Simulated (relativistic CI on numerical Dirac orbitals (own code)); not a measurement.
# Slater and spin-orbit integrals, Lu47+

Method of calculation: Dirac-Coulomb-Breit CI, orbitals from a KLI potential per configuration, QED by a radiative potential, unscaled Slater integrals (own radial code, finite nucleus).

Slater integrals F^k, G^k are unscaled and averaged over j, outside the closed core [Ne]; ζ comes from projecting the Hamiltonian with its Breit term on Σ l·s of the shell.

- 3s²3p⁶3d⁶: F^2(3d,3d) = 566110, F^4(3d,3d) = 365490, ζ(3d) = 185900 cm⁻¹; <r>(3d) = 0.1803, <r^2>(3d) = 0.0377 (bohr units).
- 3s²3p⁵3d⁷: ζ(3p) = 1.4067e+06, F^2(3d,3d) = 565240, F^4(3d,3d) = 364910, F^2(3p,3d) = 491020, G^1(3p,3d) = 524550, G^3(3p,3d) = 349590, ζ(3d) = 184350 cm⁻¹; <r>(3p) = 0.2013, <r^2>(3p) = 0.04693, <r>(3d) = 0.1805, <r^2>(3d) = 0.03781 (bohr units).
- 3s²3p⁴3d⁸: F^2(3p,3p) = 487180, ζ(3p) = 1.4058e+06, F^2(3d,3d) = 564360, F^4(3d,3d) = 364300, F^2(3p,3d) = 490610, G^1(3p,3d) = 524550, G^3(3p,3d) = 349460, ζ(3d) = 182820 cm⁻¹; <r>(3p) = 0.2014, <r^2>(3p) = 0.047, <r>(3d) = 0.1808, <r^2>(3d) = 0.03791 (bohr units).

(1) Give the Racah parameters of the d shell in 3s²3p⁶3d⁶.

Averages of the first 10 configurations, taken without configuration mixing, which lowers the lowest level and can move excited configurations by several eV; other configurations of the list can lie among them:

```
Configuration  Parity  States  Average energy above the lowest level (eV)
    3s²3p⁶3d⁶    even     210                                       103.0
    3s²3p⁵3d⁷     odd     720                                       550.2
    3s²3p⁴3d⁸    even     675                                      1005.3
     3s3p⁶3d⁷    even     240                                       942.3
       3p⁶3d⁸    even      45                                      1792.3
     3s3p⁵3d⁸     odd     540                                      1388.1
  3s²3p⁶3d⁵4s    even     504                                      1721.5
  3s²3p⁶3d⁵4p     odd    1512                                      1869.6
  3s²3p⁴3d⁷4s    even    3600                                      2605.0
  3s²3p⁶3d⁵4d    even    2520                                      2040.7
```

## Answers

(1) B = F²/49 − 5F⁴/441 = 7409 cm⁻¹ and C = 35F⁴/441 = 29007 cm⁻¹.
